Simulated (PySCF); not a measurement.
# Dipole response of Lu (lutetium, neutral)

[Xe] 4f14 5d1 6s2, 2D determinant. Calculation: PySCF 2.14, in x2c-TZVPPall with one added diffuse shell each of s, p, d type (12s8p8d2f2g, 108 functions); the spin-free X2C one-electron Hamiltonian (Gaussian nucleus). Coupled (time-dependent) response in atomic units; α is the mean over directions.

```
method  mean α (bohr³)         α xx, yy, zz  C₆ (like pair)  S(−4)
  PW91           135.6  151.0, 151.0, 104.9            1415  74060
```

S(−4) is the Cauchy moment in α(ω) = α(0) + S(−4) ω² + …

Reference α: 137 ± 7 bohr³ (recommended; Schwerdtfeger and Nagle, table of static dipole polarizabilities (2023 update)). Published C₆: 2020 (Gould and Bucko (2016)).

Spin-orbit coupling is absent.

α(iu) at PW91:

```
u (hartree)  α(iu) (bohr³)
          0          135.6
     0.0500          94.76
      0.100          70.09
      0.200          38.13
      0.300          23.29
      0.500          12.07
      0.750          7.402
       1.00          5.339
       1.50          3.366
       2.00          2.379
       3.00          1.397
       5.00         0.6692
```

The components differ because the open shell of this determinant is not spherical; for a pure term their mean is the scalar polarisability.

Spin-orbit coupling, absent here, splits the open shell strongly.
